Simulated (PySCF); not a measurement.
F3Se (SMILES F[Se+](F)F), charge +1, singlet, at a GFN2-xTB geometry; SCAN/pcseg-1 run with PySCF.

Here is a job for PySCF.
```python
from pyscf import gto, scf, dft

mol = gto.M(
    atom='''
Se   -0.05851377    0.13707674    0.36084699
F    -1.11551873   -0.92793009   -0.36031193
F     0.03509549    1.14471031   -0.96107626
F     1.30147527   -0.73462567   -0.04181155
''',
    basis='pcseg-1',
    charge=1,
    verbose=4,
)

mf = dft.RKS(mol)
mf.xc = 'scan'
mf.grids.atom_grid = (99, 590)
mf.kernel()
```

Task: What does PySCF print? Leave out banner, timings and long lists.

Result: 
```
PySCF version 2.14.0

[INPUT] verbose = 4
[INPUT] num. atoms = 4
[INPUT] num. electrons = 60
[INPUT] charge = 1
[INPUT] spin (= nelec alpha-beta = 2S) = 0
[INPUT] symmetry False subgroup None
[INPUT] Mole.unit = angstrom
[INPUT] Symbol           X                Y                Z      unit          X                Y                Z       unit  Magmom
[INPUT]  1 Se    -0.058513770000   0.137076740000   0.360846990000 AA   -0.110574999816   0.259037496648   0.681901983974 Bohr   0.0
[INPUT]  2 F     -1.115518730000  -0.927930090000  -0.360311930000 AA   -2.108024886523  -1.753533732843  -0.680890867113 Bohr   0.0
[INPUT]  3 F      0.035095490000   1.144710310000  -0.961076260000 AA    0.066320864307   2.163188977866  -1.816170916221 Bohr   0.0
[INPUT]  4 F      1.301475270000  -0.734625670000  -0.041811550000 AA    2.459431818194  -1.388241320375  -0.079012378344 Bohr   0.0

nuclear repulsion = 344.378531900218
number of shells = 12
number of NR pGTOs = 157
number of NR cGTOs = 69
basis = pcseg-1
ecp = {}

******** <class 'pyscf.dft.rks.RKS'> ********
method = RKS
initial guess = minao
damping factor = 0
level_shift factor = 0
DIIS = <class 'pyscf.scf.diis.CDIIS'>
diis_start_cycle = 1
diis_space = 8
diis_damp = 0
SCF conv_tol = 1e-09
SCF conv_tol_grad = None
SCF max_cycles = 50
direct_scf = True
direct_scf_tol = 1e-13
XC library pyscf.dft.libxc version 7.1.2
    S. Lehtola, C. Steigemann, M. J. T. Oliveira, and M. A. L. Marques,  SoftwareX 7, 1–5 (2018)
XC functionals = scan
    J. Sun, A. Ruzsinszky, and J. P. Perdew,  Phys. Rev. Lett. 115, 036402 (2015)
    J. Sun, A. Ruzsinszky, and J. P. Perdew,  Phys. Rev. Lett. 115, 036402 (2015)
radial grids:
    Treutler-Ahlrichs [JCP 102, 346 (1995); DOI:10.1063/1.469408] (M4) radial grids

becke partition: Becke, JCP 88, 2547 (1988); DOI:10.1063/1.454033
pruning grids: <function nwchem_prune>
grids dens level: 3
symmetrized grids: False
atomic radii adjust function: <function treutler_atomic_radii_adjust>
User specified grid scheme (99, 590)
small_rho_cutoff = 0
Set gradient conv threshold to 3.16228e-05
Initial guess from minao.
tot grids = 124168
init E= -2700.53238868725
  HOMO = -0.395152749855578  LUMO = -0.0962245721775603  gap/eV = 8.13425
cycle= 1 E= -2700.24560343843  delta_E= 0.287  |g|= 0.929  |ddm|= 2.64
  HOMO = -0.596797635531807  LUMO = -0.45596058060655  gap/eV = 3.83237
cycle= 2 E= -2699.47652078427  delta_E= 0.769  |g|= 2.23  |ddm|= 2.63
  HOMO = -0.689738196004829  LUMO = -0.424780970262124  gap/eV = 7.20985
cycle= 3 E= -2700.43714845334  delta_E= -0.961  |g|= 0.118  |ddm|= 1.65
  HOMO = -0.665776603890377  LUMO = -0.401006374354489  gap/eV = 7.20476
cycle= 4 E= -2700.43940716506  delta_E= -0.00226  |g|= 0.0331  |ddm|= 0.164
  HOMO = -0.668862890596549  LUMO = -0.403847595067241  gap/eV = 7.21143
cycle= 5 E= -2700.43958009954  delta_E= -0.000173  |g|= 0.00407  |ddm|= 0.0261
  HOMO = -0.668599438531368  LUMO = -0.403342251954566  gap/eV = 7.21802
cycle= 6 E= -2700.43958379291  delta_E= -3.69e-06  |g|= 0.00163  |ddm|= 0.00481
  HOMO = -0.668613738293432  LUMO = -0.403352006998296  gap/eV = 7.21814
cycle= 7 E= -2700.43958407234  delta_E= -2.79e-07  |g|= 0.00108  |ddm|= 0.00184
  HOMO = -0.668628874811016  LUMO = -0.403371280002651  gap/eV = 7.21803
cycle= 8 E= -2700.43958428672  delta_E= -2.14e-07  |g|= 3.58e-05  |ddm|= 0.000792
  HOMO = -0.66862699887423  LUMO = -0.403368643502342  gap/eV = 7.21805
cycle= 9 E= -2700.43958428697  delta_E= -2.44e-10  |g|= 3.04e-06  |ddm|= 3.45e-05
  HOMO = -0.668627074607332  LUMO = -0.403368401276465  gap/eV = 7.21806
Extra cycle  E= -2700.43958428697  delta_E= -1.82e-12  |g|= 4.79e-06  |ddm|= 4.99e-06
converged SCF energy = -2700.43958428697
```
